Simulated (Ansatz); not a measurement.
Basis-set extrapolation for CH$_{4}$BClO$_{2}$ (PBE0-D4/def2-TZVP geometry, frozen core, Ansatz). Multiplicity 1, RHF reference.

```json
{"": "HF", "def2-TZVPP": "-674.206869", "def2-QZVPP": "-674.229706"}
{"": "MP2 correlation", "def2-TZVPP": "-0.932799", "def2-QZVPP": "-1.008558"}
{"": "CCSD(T) correlation", "def2-TZVPP": "-1.008031", "def2-QZVPP": "not run"}
```

Energies in hartree. Use E(X) = E(∞) + A·exp(−7.88·√X) for Hartree–Fock and E(X) = E(∞) + B·X^(−2.97) for correlation, with X = 3 and 4, and add CCSD(T) minus MP2 of the smaller set to the MP2 limit.

Q: What is the CCSD(T) energy at the basis-set limit?

A: HF limit: -674.229706 + (-0.022837) × 0.13774 = -674.23285. MP2 limit: -1.008558 + (-0.075759) × 0.74074 = -1.06468. Higher-order term: -1.008031 − (-0.932799) = -0.07523. Total: -675.37276 hartree, 99.1 kcal/mol below CCSD(T)/def2-TZVPP.
